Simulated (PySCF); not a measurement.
Al(Cl)(OMe)(SeH) (CH4AlClOSe), SMILES C[O][Al]([Cl])[SeH]. The structure is a stationary point at ωB97X-D3(BJ)/def2-SVP. The structure was generated by enumeration; whether it is a known compound was not checked. The values are those of a single conformer.

Q: Give the equilibrium geometry at ωB97X-D3(BJ)/def2-SVP (PySCF confirms it by a frequency run) as Cartesian coordinates in Å, and its point group. (The exact figures need the calculation; the answer reports its results.)

A: This is not unique; one that fits is point group Cs.
```xyz
9

Al     0.0378     0.4242     0.0000
Cl     1.9755     1.2244     0.0000
O     -1.3009     1.4407     0.0000
C     -1.5926     2.8104     0.0000
H     -2.1868     3.0737    -0.8919
H     -0.6787     3.4322     0.0000
H     -2.1868     3.0737     0.8919
Se    -0.3002    -1.8299     0.0000
H      1.1458    -2.0784     0.0000
```
